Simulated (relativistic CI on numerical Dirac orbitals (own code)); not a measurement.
## Xe18+: sensitivity of the levels to the model

Base calculation: Dirac-Coulomb-Breit CI, orbitals from a KLI potential per configuration, model QED, unscaled Slater integrals.

Configuration list (outside the closed core [Ar] 3d10): 4s2.4p6, 4s2.4p5.4d, 4s.4p6.4d, 4s2.4p5.4f, 4s.4p6.4f, 4s2.4p5.5s, 4s2.4p5.5p, 4p6.4d2, 4p5.4d3, 4p5.4d2.4f, 4p5.4d2.5s, 4p5.4d2.5p, 4p6.4f2, 4p5.4d.4f2, 4p5.4f3, 4p5.4f2.5s, 4p5.4f2.5p. Double excitations out of closed p, d and f shells are left out; levels of such configurations are missing from the list, as are those of other unlisted configurations, and high levels can miss mixing partners.

Variants: (1) valence Slater integrals scaled by 0.9; (2) one mean potential for all configurations; (3) non-relativistic limit. Shifts of the energy above 4s2.4p6 1S_0, in cm⁻¹, for the lowest level and the first level of each name with at least 55 % of one term (blank where a level changes its place among those of its configuration and J or its character, or is not in the variant):

```tsv
Level	Base	Δ(1)	Δ(2)	Δ(3)
4s2.4p6 1S_0	0	0	0	0
4s2.4p5.4d 3P°_0	640099	+4639	-119	-10169
4s2.4p5.4d 3P°_1	653171	+3921	-120	-23242
4s2.4p5.4d 3F°_3	674598	+1647	-129	-27188
4s2.4p5.4d 3F°_4	681422	+2999	-125	-34012
4s2.4p5.4d 3D°_3	722689	-1390	-131	-34917
4s2.4p5.4d 3D°_1	762977	-2039	-130	-75205
4s2.4p5.4d 3F°_2	793328	+1521	-122	
4s2.4p5.4d 1P°_1	953455	-18307	-181	-81203
4s.4p6.4d 3D_1	1252500	+6053	-214	-153598
4s.4p6.4d 3D_2	1261654	+5648	-209	-162751
4s.4p6.4d 3D_3	1279193	+5533	-204	-180290
4s.4p6.4d 1D_2	1347019	-3332	-137	-178701
4s2.4p5.4f 3G_5	1508181	+1760	-639	-31797
```

At this charge energies of transitions that change n are usually good to better than 1 %, and those within a shell (Δn = 0) to a few per cent.

Ionisation energy from the two ground configurations alone: base 549.719 eV. The NIST ASD value (theoretical) is 549 eV.

LS names give the leading component of a level, which can be under half, so a name can repeat, a term be missing and a line seem to break the LS rules.
